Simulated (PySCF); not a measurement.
C₆H₆O, SMILES C1(=O)C(=C)C=CC1. Atoms are numbered in the order given.

```xyz
13

C     -0.9196     1.9558     0.0000
C     -0.5898     0.6429     0.0000
C     -1.4286    -0.5537     0.0000
C     -0.6705    -1.6831     0.0000
C      0.8017    -1.3763     0.0000
C      0.8464     0.1635     0.0000
O      1.8444     0.8603     0.0000
H     -0.1133     2.7068     0.0000
H     -1.9649     2.3005     0.0000
H     -2.5279    -0.5285     0.0000
H     -1.0731    -2.7066     0.0000
H      1.3431    -1.7747     0.8867
H      1.3431    -1.7747    -0.8867
```
Charge 0, spin multiplicity 1.

The structure is a stationary point at PBE-D3(BJ)/def2-SVP. The values are those of a single conformer.

These are TDA-CAM-B3LYP/def2-SVPD run with PySCF 2.14.0 values and carry that method's errors.

Vertical excitations. Gas-phase values at a fixed geometry. State labels are in the subgroup Cs.

Task: Estimate the UV-visible absorptions. (An estimate is asked for; the answer gives what the named calculation found.)

Result: 
```
state  symmetry  energy (eV)  λ (nm)      f                              main pairs
-----  --------  -----------  ------  -----  --------------------------------------
S1           A"         3.72     333  0.000                        HOMO−1→LUMO 87 %
S2           A'         4.92     252  0.185        HOMO→LUMO 81 %, HOMO→LUMO+1 13 %
S3           A"         5.87     211  0.001                      HOMO−1→LUMO+1 83 %
S4           A'         6.17     201  0.375                        HOMO→LUMO+1 80 %
S5           A"         6.74     184  0.000                        HOMO→LUMO+2 94 %
S6           A'         6.95     179  0.192                        HOMO−2→LUMO 90 %
S7           A"         7.25     171  0.023                        HOMO→LUMO+3 89 %
S8           A"         7.31     169  0.000                        HOMO−4→LUMO 91 %
S9           A"         7.43     167  0.006                        HOMO→LUMO+4 86 %
S10          A'         7.45     166  0.032  HOMO−1→LUMO+2 63 %, HOMO−1→LUMO+4 29 %
T1           A'         2.62     473      0                          HOMO→LUMO 88 %
T2           A"         3.24     383      0    HOMO−1→LUMO 82 %, HOMO−1→LUMO+1 13 %
T3           A'         4.16     298      0      HOMO→LUMO+1 67 %, HOMO−2→LUMO 18 %
T4           A"         5.72     217      0    HOMO−1→LUMO+1 75 %, HOMO−1→LUMO 15 %
```
Triplets are in the Tamm–Dancoff approximation.
